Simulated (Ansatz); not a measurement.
Reaction (atomization): `N[Si](N)F`• → F• + 4 H• + 2 N• + Si•

Program: Ansatz. Geometries: PBE0-D4/def2-TZVP. ΔE: electronic, gas phase. CBS: MP2 limit from def2 TZ/QZ plus the TZ coupled-cluster correction, frozen cores. This one scheme is used for every species, atoms too. DFT in def2-TZVPP. Open shells (•) are unrestricted, without spin–orbit coupling. Spin–orbit coupling would lower the free atoms: a little for F, Si. Each species was taken in one conformer, which may not be the lowest.

```json
{"level": "r2SCANh-D4", "ΔE (eV)": "29.28"}
{"level": "CAM-B3LYP-D4", "ΔE (eV)": "29.91"}
{"level": "r2SCAN", "ΔE (eV)": "29.51"}
{"level": "CCSD/def2-TZVPP", "ΔE (eV)": "28.03"}
```

Question: What does CCSD(T)/CBS give? (An estimate is asked.)

Answer: Ansatz gave: +29.64 eV. The listed levels differ from it by -0.36, 0.27, -0.13, -1.61 eV.

Largest T1 diagnostic among the species: 0.013.

From BLYP to BHLYP (50 % exact exchange), in def2-TZVPP and without D4, ΔE moves by −1.17 eV: exact exchange takes away binding that semilocal exchange gives to molecules. Leaving LDA and LC-ωPBE aside and taking each functional with its dispersion term where it has one, the values, not all of them listed here, spread over 1.66 eV, from BHLYP-D4 to PBE-D4. LDA lies +4.08 eV from PBE without D4, its usual overbinding. At CCSD(T), def2-SVP lies −3.06 eV from the extrapolated value and def2-TZVPP −1.13 eV: correlation converges slowly with the basis, and small sets miss more of it in the bonded molecule than in its fragments.

For atomizations the MP2-based limit and the directly extrapolated one differ by several kJ/mol either way, and by 10 to 25 for some Ge, Se and Sn compounds, so smaller differences from it don't rank the levels.
